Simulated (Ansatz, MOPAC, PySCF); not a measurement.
Approach curve of the dimer C2H6Se ··· H2S (SMILES C[Se]C and S). Monomers: optimised at B3LYP-D3(BJ) (def2-TZVP), held rigid. Orientation: a higher rigid-body minimum at GFN2-xTB. The monomers approach along the line of their centres of mass (distance R); nothing else relaxes.

Geometry at R = 4.08 Å (first 9 atoms: monomer A):
```
12

C      1.4645    -0.0538     0.0189
Se     0.0325     0.3421    -1.2612
C     -1.4643     0.0560    -0.0269
H      1.3724    -1.0759     0.3800
H      2.4064     0.0603    -0.5133
H      1.4291     0.6479     0.8496
H     -1.4586    -0.9691     0.3377
H     -2.3781     0.2368    -0.5888
H     -1.4040     0.7557     0.8040
S      2.8838     3.0414    -1.8699
H      2.9164     2.6813    -3.1629
H      1.6507     2.5387    -1.6991
```

Levels of theory: AM1, restricted, heats of formation (MOPAC); RKS-B3LYP/6-31G* = restricted B3LYP/6-31G*, spherical d, no counterpoise correction (PySCF); RKS-M06-2X/6-31G* = PySCF with restricted M06-2X/6-31G*, spherical d, no counterpoise correction; CCSD(T)/aug-cc-pVDZ = CCSD(T) on RHF/aug-cc-pVDZ, cores with 3d frozen, counterpoise-corrected (Ansatz, an electronic-structure program).

Interaction energies in kJ/mol; the last columns give the difference from CCSD(T):

```tsv
R / Å	AM1	RKS-B3LYP/6-31G*	RKS-M06-2X/6-31G*	CCSD(T)/aug-cc-pVDZ	AM1 − CCSD(T)/aug-cc-pVDZ	RKS-B3LYP/6-31G* − CCSD(T)/aug-cc-pVDZ	RKS-M06-2X/6-31G* − CCSD(T)/aug-cc-pVDZ
3.69	-4.14	3.12	-4.67	2.28	-6.42	0.84	-6.95
3.91	-5.68	-3.82	-10.51	-5.66	-0.01	1.84	-4.84
4.08	-5.16	-5.88	-11.55	-8.13	2.98	2.25	-3.42
4.28	-4.04	-6.43	-10.88	-8.86	4.83	2.44	-2.02
4.51	-3.05	-5.88	-9.18	-8.28	5.23	2.40	-0.90
4.77	-2.39	-4.78	-7.18	-6.97	4.57	2.18	-0.21
5.05	-1.98	-3.64	-5.46	-5.50	3.52	1.86	0.04
5.54	-1.49	-2.25	-3.50	-3.50	2.01	1.24	0.00
6.25	-1.00	-1.29	-1.81	-1.85	0.85	0.56	0.04
7.25	-0.59	-0.73	-0.80	-0.87	0.28	0.14	0.06
8.57	-0.33	-0.40	-0.41	-0.40	0.07	0.00	-0.01
```

AM1 is furthest from CCSD(T)/aug-cc-pVDZ at 3.69 (-6.42 kJ/mol, below); its mean absolute difference over the points is 2.80 kJ/mol.

RKS-B3LYP/6-31G* is furthest from CCSD(T)/aug-cc-pVDZ at 4.28 (2.44 kJ/mol, above); its mean absolute difference over the points is 1.43 kJ/mol.

RKS-M06-2X/6-31G* is furthest from CCSD(T)/aug-cc-pVDZ at 3.69 (-6.95 kJ/mol, below); its mean absolute difference over the points is 1.68 kJ/mol.
